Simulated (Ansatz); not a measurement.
Start from `FB1N[SiH2]1` and change one atom or group to get `SB1N[SiH2]1`.

Ansatz, PBE0-D4/def2-TZVP geometries, multiplicity 1. Each molecule was computed in one conformer, which needn't be the lowest.

| property | `FB1N[SiH2]1` |
| --- | --- |
| zero-point energy (PBE0-D4/def2-TZVP) / kJ/mol | 103.0 |
| HOMO energy (ωB97M-V/def2-TZVPP) / eV | -9.49 |
| size of the dipole moment (ωB97M-V/def2-TZVPP) / D | 1.70 |
| LUMO energy (ωB97M-V/def2-TZVPP) / eV | 1.19 |
| HOMO–LUMO gap (PBE/def2-TZVPP) / eV | 4.88 |
| size of the dipole moment (PBE/def2-TZVPP) / D | 1.66 |

Question: Give the same properties after the change, and the shifts. (An estimate is asked.)

Answer: Ansatz gave: 
| property | `SB1N[SiH2]1` | shift |
| --- | --- | --- |
| zero-point energy (PBE0-D4/def2-TZVP) / kJ/mol | 121.9 | 18.9 |
| HOMO energy (ωB97M-V/def2-TZVPP) / eV | -9.31 | 0.18 |
| size of the dipole moment (ωB97M-V/def2-TZVPP) / D | 1.91 | 0.21 |
| LUMO energy (ωB97M-V/def2-TZVPP) / eV | 1.35 | 0.16 |
| HOMO–LUMO gap (PBE/def2-TZVPP) / eV | 4.98 | 0.10 |
| size of the dipole moment (PBE/def2-TZVPP) / D | 1.96 | 0.30 |

The zero-point energy changes by 18.9 kJ/mol with +3 modes. Dipoles are sizes alone; their direction can turn.
